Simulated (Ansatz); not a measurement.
`Cl[SiH](Cl)I` + H₂ → `Cl[SiH2]I` + HCl at 700 K and 1 bar (hydrogenolysis of the Si–Cl bond).

Isolated molecules relaxed with PBE0-D4/def2-TZVP in Ansatz; ΔE leaves out vibrations. CCSD(T)/CBS adds triple-zeta CCSD(T) − MP2 to the extrapolated MP2 energy (def2 sets, frozen cores). This one scheme is used for every species. def2 core potentials past Kr. For I outer-core shells are correlated without core-valence functions, which leaves a few kJ/mol of doubt a bond.

```
       species  CCSD(T)/CBS energy (Eh)  H − E (kJ/mol)  S (J/(mol·K))
`Cl[SiH](Cl)I`              -1506.81701            87.9          419.4
            H₂                 -1.17544            46.8          155.3
   `Cl[SiH2]I`              -1047.58245            97.2          378.9
           HCl               -460.38127            38.4          211.8
```

H − E and S are ideal-gas, rigid-rotor, harmonic terms from PBE0-D4/def2-TZVP. The MP2-based limit puts H₂ 0.8 mEh under its directly extrapolated value; such offsets cancel only in part. 1 Eh = 2625.50 kJ/mol, R = 8.31446 J/(mol·K).

Q: By hand: ΔE, ΔH, ΔS and ΔG.

A: ΔE = (-1047.58245) + (-460.38127) − (-1506.81701) − (-1.17544) = 0.02873 Eh = 75.4 kJ/mol. Δ(H − E) = 97.2 + 38.4 − 87.9 − 46.8 = 0.9, so ΔH = 76.3 kJ/mol. ΔS = 378.9 + 211.8 − 419.4 − 155.3 = 16.0 J/(mol·K). ΔG = 76.3 − 700 × (16.0)/1000 = 65.1 kJ/mol.

Q: By hand: the equilibrium constant, and the temperature at which ΔG would vanish if ΔH and ΔS stayed fixed.

A: log₁₀ K = −ΔG/(RT ln 10) = -4.9. ΔG = 0 at ΔH/ΔS = 4769 K, far beyond where these terms or the molecules hold.

ΔH outweighs TΔS. A doubt of 5 kJ/mol in ΔE shifts log₁₀ K by 0.4 here. These are equilibria of isolated gas molecules and say nothing of rates. Largest T1 diagnostic: 0.008 (customary marks: 0.02 for closed shells, 0.045 for open ones).
